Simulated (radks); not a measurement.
Spherical jellium clusters: N electrons in a uniform positive sphere of charge N and radius rs N^(1/3), rs = 3.05 bohr. Method: non-relativistic Kohn-Sham, PBEsol, spin-polarised, spherical densities; computed with a radial shooting solver with Libxc functionals. Levels are named by radial order and angular momentum (1s, 1p, 1d, 2s, ...), and open shells are averaged over m. Each electron was tried in the lowest free levels, single moves between levels near the top were tried too, and the lowest total energy was kept; such a search can miss a lower state. Energies include the self-energy of the background; IP and EA are vertical (highest electron removed, lowest free level filled), at fixed background; spill-out counts the electrons outside the background radius R, and alpha is the static dipole polarisability from linear response (closed shells only). A dash means not computed or, for alpha, an open shell; in EA it means that no bound solution was reached, which is typical of self-interaction and does not show that the anion is unstable. Real open-shell clusters deform, which this model forbids.

N                         open shells  2S  E/N (eV)  E(N+1) + E(N-1) - 2E(N) (eV)  IP (eV)  EA (eV)  -e(HOMO) (eV)  spill-out (e)
1                    1s(up 1, down 0)   1    -0.964                             -        -        -          3.552           0.47
2                                none   0    -1.517                         1.586    6.362        -          3.900           0.67
3                    1p(up 1, down 0)   1    -1.172                        -0.868    4.287        -          2.319           1.03
4                    1p(up 2, down 0)   2    -1.217                        -0.658    5.118        -          3.049           1.25
5                    1p(up 3, down 0)   3    -1.376                         0.486    5.590        -          3.530           1.40
6                    1p(up 3, down 1)   2    -1.400                        -0.620    4.923        -          3.126           1.57
7                    1p(up 3, down 2)   1    -1.506                        -0.425    5.437    1.855          3.591           1.70
8                                none   0    -1.639                         1.903    5.753        -          3.914           1.81
9                    1d(up 1, down 0)   1    -1.531                        -0.393    3.749        -          2.139           2.03
10                   1d(up 2, down 0)   2    -1.483                        -0.340    4.149        -          2.533           2.21
11                   1d(up 3, down 0)   3    -1.476                        -0.295    4.459        -          2.848           2.36
12                   1d(up 4, down 0)   4    -1.494                        -0.257    4.708    1.586          3.108           2.48
13                   1d(up 5, down 0)   5    -1.529                         0.453    4.911        -          3.326           2.59
14  1d(up 5, down 0) 2s(up 1, down 0)   6    -1.527                        -0.134    4.403        -          2.953           2.87
15                   1d(up 5, down 2)   3    -1.534                        -0.338    4.588    1.671          3.102           2.83
16                   1d(up 5, down 3)   2    -1.561                        -0.216    4.803    1.894          3.322           2.93
17                   1d(up 5, down 4)   1    -1.598                        -0.188    4.980    2.087          3.508           3.02
18                               none   0    -1.641                         0.208    5.128    1.946          3.668           3.11
19                   2s(up 1, down 0)   1    -1.668                         0.302    4.882    1.744          3.474           3.30
20                               none   0    -1.678                         0.893    4.590        -          3.261           3.53
21                   1f(up 1, down 0)   1    -1.644                        -0.196    3.734        -          2.392           3.65
22                   1f(up 2, down 0)   2    -1.622                        -0.179    3.913        -          2.577           3.76
23                   1f(up 3, down 0)   3    -1.610                        -0.165    4.072    1.453          2.743           3.86
24                   1f(up 4, down 0)   4    -1.606                        -0.152    4.212    1.607          2.891           3.95
25                   1f(up 5, down 0)   5    -1.608                        -0.141    4.338    1.747          3.026           4.04
26                   1f(up 6, down 0)   6    -1.616                        -0.130    4.452    1.876          3.148           4.12
27                   1f(up 7, down 0)   7    -1.628                         0.453    4.556    1.434          3.260           4.19
28                   1f(up 7, down 1)   6    -1.622                        -0.154    4.076    1.595          2.821           4.28
29                   1f(up 7, down 2)   5    -1.623                        -0.140    4.213    1.741          2.963           4.36
30                   1f(up 7, down 3)   4    -1.628                        -0.129    4.335    1.874          3.091           4.44
31                   1f(up 7, down 4)   3    -1.637                             -    4.445    1.995          3.207           4.51

All shells are closed at N = 2, 8, 18, 20 (there: 1s2 1p6 1d10 2s2); the second difference of the energy has clear peaks (12 % above both neighbours; the first and last values, which can be the largest, are not judged, and half-filled shells can peak too) at N = 5, 8, 13, 20, 27.
